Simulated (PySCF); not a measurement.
Mean polarisability (bohr³) of eight silicon and germanium compounds: PBE beside r2SCAN, computed with PySCF for isolated molecules in the bases named; differences from unrounded values. The eight are the first of their class met in an unordered collection, after screening for sound electronic states; none was chosen by its value. Each molecule has one DFT geometry for both levels.

| molecule | basis | r2SCAN |
|---|---|---|
| C2H3Cl2FSi, SMILES F/C(=C/Cl)[SiH2]Cl | def2-TZVP | 72.6 |
| FH5SSi2, SMILES S([SiH3])[SiH2]F | def2-TZVP | 70.0 |
| C3H6FNSi, SMILES F[C@H]1C[SiH2]C=N1 | def2-TZVP | 68.0 |
| CH7NOSi2, SMILES C1N[SiH2]O[SiH2]1 | def2-TZVP | 68.4 |
| ClF₂H₃Si₂, SMILES F[SiH](F)[SiH2]Cl | def2-TZVP | 61.9 |
| Si(F)2(Br)(OH) (BrF₂HOSi), SMILES Br[Si](O)(F)F | def2-TZVP | 43.0 |
| C2H6N2OSi, SMILES C[Si@@H](N)OC#N | def2-TZVP | 62.4 |
| C3H6F2Si, SMILES FC(F)=CC[SiH3] | def2-TZVP | 65.8 |

Task: Estimate the PBE values and say how PBE differs from r2SCAN over the set. (An estimate is asked for; the answer gives what the named calculation found.)

Result: 
```
molecule                                          PBE  difference
-----------------------------------------------  ----  ----------
C2H3Cl2FSi, SMILES F/C(=C/Cl)[SiH2]Cl            74.5         1.9
FH5SSi2, SMILES S([SiH3])[SiH2]F                 72.3         2.3
C3H6FNSi, SMILES F[C@H]1C[SiH2]C=N1              69.8         1.8
CH7NOSi2, SMILES C1N[SiH2]O[SiH2]1               70.6         2.2
ClF₂H₃Si₂, SMILES F[SiH](F)[SiH2]Cl              64.2         2.3
Si(F)2(Br)(OH) (BrF₂HOSi), SMILES Br[Si](O)(F)F  44.7         1.7
C2H6N2OSi, SMILES C[Si@@H](N)OC#N                64.4         2.0
C3H6F2Si, SMILES FC(F)=CC[SiH3]                  67.6         1.8
```
PBE lies below r2SCAN in 0 and above it in 8 of the eight; the mean signed difference is 2.0 and the largest 2.3 bohr³.
